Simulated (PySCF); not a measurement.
4,4-difluorobuta-1,2-diene (C4H4F2), SMILES C=C=CC(F)F. Atoms are numbered in the order given.

```xyz
10

C      2.8118    -0.2529     0.0000
C      1.5758     0.1952     0.0000
C      0.3295     0.6248     0.0000
C     -0.8545    -0.2996     0.0000
F     -1.6339    -0.0581     1.1019
F     -1.6339    -0.0581    -1.1019
H      3.3514    -0.4452     0.9432
H      3.3514    -0.4452    -0.9432
H      0.0920     1.7042     0.0000
H     -0.5607    -1.3734     0.0000
```

The structure is a stationary point at PBE-D3(BJ)/def2-SVP. The values are those of a single conformer.

The numbers are results of PBE-D3(BJ)/def2-SVP in PySCF, not measurements.

No scaling factor is applied to the harmonic values.

| mode | ν (cm⁻¹) | IR (km/mol) | moving atoms (share of kinetic energy) |
|---|---|---|---|
| 1 | 62 | 0.3 | F 43 %, C 40 %, H 16 % |
| 2 | 159 | 0.2 | C 71 %, H 17 %, F 13 % |
| 3 | 300 | 1.1 | H 52 %, F 38 %, C 10 % |
| 4 | 340 | 5.3 | C 60 %, H 35 % |
| 5 | 413 | 15.4 | F 56 %, C 37 % |
| 6 | 492 | 23.3 | C 77 %, H 16 % |
| 7 | 590 | 0.5 | F 68 %, C 28 % |
| 8 | 614 | 0.2 | H 44 %, C 40 %, F 16 % |
| 9 | 823 | 51.0 | H 75 %, C 25 % |
| 10 | 850 | 18.8 | H 85 %, C 15 % |
| 11 | 947 | 0.1 | H 61 %, C 39 % |
| 12 | 1029 | 7.9 | C 65 %, H 30 % |
| 13 | 1059 | 203.6 | C 59 %, F 33 %, H 8 % |
| 14 | 1087 | 204.5 | C 58 %, F 30 %, H 12 % |
| 15 | 1107 | 25.7 | H 52 %, C 48 % |
| 16 | 1243 | 1.6 | H 70 %, C 28 % |
| 17 | 1319 | 21.8 | H 85 %, C 13 % |
| 18 | 1347 | 65.0 | H 78 %, C 21 % |
| 19 | 1427 | 28.0 | C 59 %, H 41 % |
| 20 | 2031 | 77.5 | C 98 % |
| 21 | 2990 | 34.6 | H 92 %, C 8 % |
| 22 | 3061 | 0.1 | H 95 % |
| 23 | 3086 | 0.3 | H 92 %, C 8 % |
| 24 | 3147 | 0.3 | H 89 %, C 11 % |
